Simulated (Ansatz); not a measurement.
Start from `Oc1cccc2ccccc12` and change one atom or group to get `Brc1cccc2ccccc12`.

Ansatz, PBE0-D4/def2-TZVP geometries, multiplicity 1. Each molecule was computed in one conformer, which needn't be the lowest.

Scalar relativity is left out up to krypton.

```csv
property,`Oc1cccc2ccccc12`
LUMO energy (PBE0/def2-TZVPP) / eV,-1.17
size of the dipole moment (ωB97M-V/def2-TZVPP) / D,1.42
size of the dipole moment (PBE/def2-TZVPP) / D,1.27
HOMO–LUMO gap (ωB97M-V/def2-TZVPP) / eV,8.66
LUMO energy (B3LYP/def2-TZVPP) / eV,-1.32
HOMO–LUMO gap (PBE0/def2-TZVPP) / eV,4.84
```

Give the same properties after the change, and the shifts. (An estimate is asked.)

Ansatz gave: 
```
                                          property  `Brc1cccc2ccccc12`  shift
                LUMO energy (PBE0/def2-TZVPP) / eV               -1.48  -0.31
size of the dipole moment (ωB97M-V/def2-TZVPP) / D                1.72   0.30
    size of the dipole moment (PBE/def2-TZVPP) / D                1.61   0.34
           HOMO–LUMO gap (ωB97M-V/def2-TZVPP) / eV                8.77   0.11
               LUMO energy (B3LYP/def2-TZVPP) / eV               -1.62  -0.30
              HOMO–LUMO gap (PBE0/def2-TZVPP) / eV                4.96   0.12
```

With PBE0 the HOMO falls by 0.44 eV and the LUMO falls by 0.31 eV, so the gap widens by about 0.13 eV. PBE moves the HOMO by -0.46 eV and ωB97M-V by -0.43 eV. Dipoles are sizes alone; their direction can turn.

B3LYP here is the variant with VWN-RPA as its local correlation; programs differ in this.

Spin–orbit coupling is left out; it splits and shifts lone-pair levels of the heavy atoms by tenths of an eV.
